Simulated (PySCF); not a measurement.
Compound: C5H7OS2 (doublet state).
Structure used (GFN2-xTB), in Å, numbered top down from 1:
```
atom  x, y, z in Å
C1     2.449    0.744    0.109
S2     1.220   -0.288   -0.790
O3     1.614   -1.676   -0.557
C4    -0.174   -0.012    0.428
C5    -1.374   -0.881    0.033
C6    -2.611   -0.017    0.172
C7    -2.370    1.278    0.207
S8    -0.723    1.744    0.309
H9     2.617    0.323    1.095
H10    3.373    0.720   -0.460
H11    2.073    1.759    0.171
H12    0.204   -0.228    1.427
H13   -1.462   -1.747    0.690
H14   -1.252   -1.248   -0.992
H15   -3.588   -0.464    0.193
```

The hyperfine couplings belong to this conformer and change with its torsions.

The species is `C[S@@](=O)[C@@H]1CC=[C]S1` [radical].

Method: UKS B3LYP, pcH-1 on C H O S, non-relativistic, mean-field spin-orbit, GIAO in PySCF. Isolated species at its GFN2-xTB geometry (one conformer only). A GFN2-xTB geometry isn't a minimum of the functional, and hyperfine couplings can be far from their values at a DFT geometry. No stability test was run, so a lower SCF solution isn't excluded.

Where do the isotropic ENDOR lines of H15, H14, H13 and H12 fall at 3340.0 mT, to first order?

ν± = |νn ± a/2|, one line for each electron-spin manifold; νn = |g_N| × 7.62259 MHz/T × B.

| nuclei | isotope | g_N | νn (MHz) | a_iso (MHz) | lower line (MHz) | upper line (MHz) |
| --- | --- | --- | --- | --- | --- | --- |
| H15 | 1H | 5.5857 | 142.21 | 41.64 | 121.39 | 163.03 |
| H14 | 1H | 5.5857 | 142.21 | -13.68 | 135.37 | 149.05 |
| H13 | 1H | 5.5857 | 142.21 | 5.77 | 139.32 | 145.09 |
| H12 | 1H | 5.5857 | 142.21 | -3.84 | 140.29 | 144.13 |

Which pairs are centred on the nuclear Larmor frequency, and which on half the coupling?

Centred on νn, since |a| < 2νn: H15, H14, H13 and H12. No pair has |a| > 2νn.

The Mulliken spin populations are largest on C7 (+0.91), C6 (-0.09) and C5 (+0.06). C7 is the only atom above +0.15. The positive populations add up to 1.10 and the negative ones to -0.10, together 2S = 1.
